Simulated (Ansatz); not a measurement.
Born–Oppenheimer molecular dynamics of C2H13NSi3 (19 atoms, charge 0, multiplicity 1). It starts from a relaxed structure.

Level of theory: Ansatz, RKS B3LYP-D4/STO-3G.

| Property | Result |
| --- | --- |
| ensemble | NVE (velocity Verlet) |
| time step | 0.5 fs |
| steps asked | 101 |
| starting velocities drawn for | 1000 K |
| seed | 291924 |

First frame:

```xyz
19
Properties=species:S:1:pos:R:3
Si 0.008 -0.116 0.011
N 0.220 -0.453 1.764
C -1.070 -0.564 2.525
H -1.714 -1.326 2.051
H -0.861 -0.886 3.561
H -1.649 0.386 2.581
C 1.116 0.537 2.455
H 1.310 0.198 3.490
H 2.081 0.590 1.922
H 0.697 1.566 2.514
H 1.357 -0.036 -0.509
Si -1.036 1.856 -0.418
H -2.416 1.837 0.008
H -0.391 2.966 0.247
H -1.026 2.132 -1.837
Si -1.062 -1.875 -0.923
H -2.434 -1.955 -0.477
H -1.082 -1.732 -2.360
H -0.415 -3.126 -0.606
```

How far do the bonds stretch over the last three quarters of this one trajectory? (Pairs bonded in most of those frames.)


| bond | mean (Å) | spread (Å) | shortest | longest |
| --- | --- | --- | --- | --- |
| Si1–N2 | 1.826 | 0.063 | 1.74 | 1.91 |
| Si1–H11 | 1.453 | 0.014 | 1.43 | 1.47 |
| Si1–Si12 | 2.326 | 0.024 | 2.26 | 2.35 |
| Si1–Si16 | 2.278 | 0.030 | 2.23 | 2.33 |
| N2–C3 | 1.517 | 0.028 | 1.48 | 1.58 |
| N2–C7 | 1.519 | 0.021 | 1.49 | 1.55 |
| C3–H4 | 1.105 | 0.019 | 1.07 | 1.14 |
| C3–H5 | 1.107 | 0.018 | 1.07 | 1.14 |
| C3–H6 | 1.116 | 0.043 | 1.05 | 1.18 |
| C7–H8 | 1.108 | 0.037 | 1.05 | 1.17 |
| C7–H9 | 1.107 | 0.028 | 1.06 | 1.16 |
| C7–H10 | 1.114 | 0.025 | 1.08 | 1.15 |
| Si12–H13 | 1.458 | 0.072 | 1.35 | 1.56 |
| Si12–H14 | 1.450 | 0.022 | 1.41 | 1.48 |
| Si12–H15 | 1.450 | 0.025 | 1.41 | 1.49 |
| Si16–H17 | 1.462 | 0.079 | 1.34 | 1.58 |
| Si16–H18 | 1.459 | 0.045 | 1.38 | 1.53 |
| Si16–H19 | 1.450 | 0.022 | 1.42 | 1.49 |

Mean temperature of the second half: 529 K. The conserved energy stayed within 0.56 meV per atom of its start (net change 0.18 meV per atom), so the integration is sound. Over the second half the temperature averaged 0.53 of the 1000 K drawn at the start: a run that starts near a minimum puts about half its kinetic energy into the potential. A run of 0.051 ps of so small a system gives no equilibrium averages. Limits of this set-up: minimal basis.

Time of the run: 24 min on 1 thread of Intel(R) Xeon(R) Processor @ 2.50GHz (Skylake/Cascade Lake) (shared host), peak memory 0.16 GiB.
